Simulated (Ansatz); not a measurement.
The same molecule with X = F, Cl, I. Ansatz, PBE0-D4/def2-TZVP geometries, multiplicity 1. Each molecule was computed in one conformer, which needn't be the lowest.

Elements past krypton have def2 core potentials.

```
 X    molecule  mean X–C bond length / Å  HOMO–LUMO gap (B3LYP/def2-TZVPP) / eV  LUMO energy (ωB97M-V/def2-TZVPP) / eV  HOMO–LUMO gap (PBE/def2-TZVPP) / eV
Cl  `C=C(S)Cl`                     1.730                                   5.97                                   1.52                                 4.33
 I   `C=C(S)I`                     2.091                                   5.23                                   0.88                                 3.70
```

(1) Give the row for X = F, `C=C(F)S`. (An estimate is asked.)

## Answers

(1) Computed: 
| X | molecule | mean X–C bond length / Å | HOMO–LUMO gap (B3LYP/def2-TZVPP) / eV | LUMO energy (ωB97M-V/def2-TZVPP) / eV | HOMO–LUMO gap (PBE/def2-TZVPP) / eV |
| --- | --- | --- | --- | --- | --- |
| F | `C=C(F)S` | 1.337 | 6.31 | 1.91 | 4.65 |

From F to I the mean X–C bond length rises at each step, by 0.754 Å in all; the HOMO–LUMO gap (B3LYP/def2-TZVPP) falls at each step, by 1.08 eV in all; the LUMO energy (ωB97M-V/def2-TZVPP) falls at each step, by 1.03 eV in all; the HOMO–LUMO gap (PBE/def2-TZVPP) falls at each step, by 0.95 eV in all. Bonds lengthen as the atom grows down the group.

B3LYP here is the variant with VWN-RPA as its local correlation; programs differ in this.

Spin–orbit coupling is left out; it splits and shifts lone-pair levels of the heavy atoms by tenths of an eV.
